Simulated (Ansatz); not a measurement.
Cost and result for the atomization energy of `[OH][Al]([Cl])[CH2][SiH3]` (11 atoms, 10 bonds).

Cartesian coordinates in Å:
```
O -1.130 2.082 1.200
Al -0.410 1.378 -0.153
Cl 0.687 2.588 -1.473
C -0.590 -0.516 -0.459
Si 0.867 -1.539 0.112
H -1.059 3.011 1.413
H -0.726 -0.688 -1.532
H -1.489 -0.866 0.060
H 1.085 -1.351 1.573
H 2.104 -1.110 -0.596
H 0.662 -2.990 -0.144
```

Total charge 0; spin multiplicity 1. The geometry is a stationary point of PBE0-D4/def2-TZVP. It is one conformer, not always the lowest. Program: Ansatz. All runs use 4 threads of an Arm Neoverse V2 on a shared host. Times are those of one run each, without the atoms' runs, and a repeat can differ threefold. Electronic energies, without spin–orbit coupling; frozen cores. CCSD(T)/CBS adds CCSD(T) − MP2 in def2-TZVPP to the MP2 limit, and its time is that of the two runs behind it. T1 = 0.011. HSE06 is the plane-wave form, built on full-range PBE exchange.

CCSD(T)/CBS is a level of theory with its own doubt, some kJ/mol a heavy atom from the limit and from the frozen cores, so smaller differences don't rank the functionals.

| level | functions | wall time |
| --- | --- | --- |
| BLYP-D4/def2-TZVPP | 272 | 2 s |
| PBE-D4/def2-TZVPP (with forces) | 272 | 2.5 s |
| PBE0-D4/def2-TZVPP | 272 | 3.2 s |
| CAM-B3LYP-D4/def2-TZVPP | 272 | 3.7 s |
| HSE06-D4/def2-TZVPP | 272 | 3.8 s |
| CCSD(T)/def2-SVP | 112 | 3.9 s |
| B2PLYP/def2-TZVPP | 272 | 5.5 s |
| PBE-QIDH/def2-TZVPP | 272 | 6 s |
| B97M-V/def2-TZVPP | 272 | 8.5 s |
| ωB97M-V/def2-TZVPP (with forces) | 272 | 12 s |
| MP2/def2-QZVPP | 504 | 19 s |
| CCSD(T)/def2-TZVPP | 272 | 2.4 min |
| CCSD(T)/CBS(def2) | – | 2.8 min |

(1) What atomization energy does each give, and how far from CCSD(T)/CBS? (Estimate.)

Answers

(1) Ansatz gave: 
| level | atomization (kcal/mol) | difference from CCSD(T)/CBS | per bond |
| --- | --- | --- | --- |
| BLYP-D4/def2-TZVPP | 906.1 | -15.4 | -1.5 |
| PBE-D4/def2-TZVPP (with forces) | 918.8 | -2.7 | -0.3 |
| PBE0-D4/def2-TZVPP | 909.9 | -11.6 | -1.2 |
| CAM-B3LYP-D4/def2-TZVPP | 918.0 | -3.5 | -0.3 |
| HSE06-D4/def2-TZVPP | 910.4 | -11.1 | -1.1 |
| CCSD(T)/def2-SVP | 861.9 | -59.6 | -6.0 |
| B2PLYP/def2-TZVPP | 905.5 | -16.0 | -1.6 |
| PBE-QIDH/def2-TZVPP | 910.4 | -11.1 | -1.1 |
| B97M-V/def2-TZVPP | 923.0 | 1.5 | 0.2 |
| ωB97M-V/def2-TZVPP (with forces) | 920.8 | -0.7 | -0.1 |
| MP2/def2-QZVPP | 925.6 | 4.1 | 0.4 |
| CCSD(T)/def2-TZVPP | 896.6 | -24.9 | -2.5 |
| CCSD(T)/CBS(def2) | 921.5 | 0.0 | 0.0 |

From PBE to PBE0 (25 % exact exchange), in def2-TZVPP and without D4, the atomization energy moves by −8.1 kcal/mol: exact exchange takes away binding that semilocal exchange gives to molecules. Leaving LDA and LC-ωPBE aside and taking each functional with its dispersion term where it has one, the values, not all of them listed here, spread over 27.8 kcal/mol, from BHLYP-D4 to B97M-V. LDA lies +112.4 kcal/mol from PBE without D4, its usual overbinding. At CCSD(T), def2-SVP lies −59.5 kcal/mol from the extrapolated value and def2-TZVPP −24.8 kcal/mol: correlation converges slowly with the basis, and small sets miss more of it in the bonded molecule than in its fragments.
